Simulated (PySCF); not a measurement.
C4H4Cl2O.
Bonds: C1–C2, C2–C3 (double), C3–O4 (double), C2–C5, C5–Cl6, C5–Cl7. Hydrogens: H8, H9, H10 on C1; H11 on C5.

Method: PBE0-D3(BJ)/def2-SVP geometry optimisation, gas phase (PySCF 2.14.0).

Problem. List the bond lengths, angles and torsions at this level.

Solution. 
| bond | length (pm) | order |
| --- | --- | --- |
| C1–C2 | 150.4 | single |
| C2=C3 | 132.3 | double |
| C3=O4 | 116.0 | double |
| C2–C5 | 148.5 | single |
| C5–Cl6, C5–Cl7 | 179.5 | single |
| C1–H8, C1–H9, C1–H10 | 110.0 | single |
| C5–H11 | 109.6 | single |

Bonds in one row agree within 1 pm and their mean is given. Orders are formal, as drawn. A selection of angles:
| angle | degrees |
| --- | --- |
| C2–C1–H8 | 111.8 |
| C2–C1–H9 | 109.8 |
| H8–C1–H9 | 108.5 |
| H8–C1–H10 | 108.5 |
| C1–C2–C3 | 122.0 |
| C1–C2–C5 | 120.7 |
| C3–C2–C5 | 117.3 |
| C2–C3–O4 | 179.9 |
| C2–C5–Cl6 | 111.4 |
| C2–C5–H11 | 112.5 |
| Cl6–C5–Cl7 | 108.9 |
| Cl6–C5–H11 | 106.2 |

Torsions: C1–C2–C5–Cl6 -61° (synclinal).

The C–C distances run from 1.323 Å (C2=C3, drawn double) to 1.504 Å (C1–C2, drawn single), a spread of 0.181 Å. Of the pairs four or more bonds apart, Cl6···H9 is among the closest relative to their van der Waals radii: 2.90 Å, 98 % of the sum of Bondi's values.

Point group: Cs (every atom within 0.08 Å of its image). No PBE0-D3(BJ)/def2-SVP frequencies stand behind this structure, so it isn't proved a minimum. One conformer, not necessarily the lowest.
